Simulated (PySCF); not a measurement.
SiHCl, SMILES [SiH]Cl (connectivity only; charge and spin as stated), neutral, multiplicity 1. Geometry optimised at PBE-D3(BJ)/def2-TZVP. The isomer is the one that the SMILES or the coordinates give; other isomers of the formula were not compared.

All values below come from PBE-D3(BJ)/def2-TZVP in PySCF.

Harmonic wavenumbers (cm⁻¹): 503, 777, 1935. Rotational constants (GHz): 220.2, 7.165, 6.940; symmetry number 1.

Work out the zero-point energy and the ideal-gas rigid-rotor harmonic-oscillator thermochemistry at 298.15 K and 1 atm.

ZPE = ½ Σ hcν = ½ × 3216 cm⁻¹ = 19.24 kJ/mol. H − E(el) = 29.96 kJ/mol. Entropy in J/(mol K): translation 160.72, rotation 87.49, vibration 3.67, total 251.89. G − E(el) = -45.14 kJ/mol. Cp = 41.40 J/(mol K).
